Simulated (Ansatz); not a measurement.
Total energies of Mo3P3 (the lowest doublet isomer of a short search) from Ansatz at PBE0-D4/def2-TZVP, gas phase (1 Eh = 27.2114 eV = 2625.5 kJ/mol). The reference geometry is relaxed at PBE0-D4/def2-SVP.

```
atom   x (Å)   y (Å)   z (Å)
 Mo1  -0.779   0.430   1.245
 Mo2  -1.332  -0.131  -0.744
 Mo3   1.005  -0.799  -0.051
  P4  -0.996  -1.934   0.820
  P5   1.336   1.508   0.392
  P6   0.766   0.925  -1.662
```

```json
{"state": "charge 0 doublet", "geometry": "reference", "energy (Eh)": "-1228.36174"}
{"state": "charge 0 quartet", "geometry": "relaxed at PBE0-D4/def2-SVP", "energy (Eh)": "-1228.35509"}
{"state": "free Mo atom (septet)", "geometry": "–", "energy (Eh)": "-68.10433"}
{"state": "free P atom (quartet)", "geometry": "–", "energy (Eh)": "-341.13505"}
```

In the def2 sets Mo takes a core potential; there is no spin–orbit coupling.

(1) Which of the charge 0 states is lowest, and how far above it are the others?

(2) What is the binding energy per atom against free atoms?

(1) The doublet. quartet: -1228.35509 − (-1228.36174) = 0.00665 Eh = 17.5 kJ/mol.

(2) Atoms: 3 × (-68.10433) + 3 × (-341.13505) = -1227.71814 Eh. Binding: -1227.71814 − (-1228.36174) = 0.64360 Eh = 17.51 eV, or 2.92 eV for each of 6 atoms (no zero-point energy, no counterpoise term).

At PBE0-D4/def2-TZVP the charge 0 quartet is spin-contaminated (final ⟨S²⟩ up to 3.90, 3.75 for a pure state).

The structure comes from a short search, and lower isomers may exist.
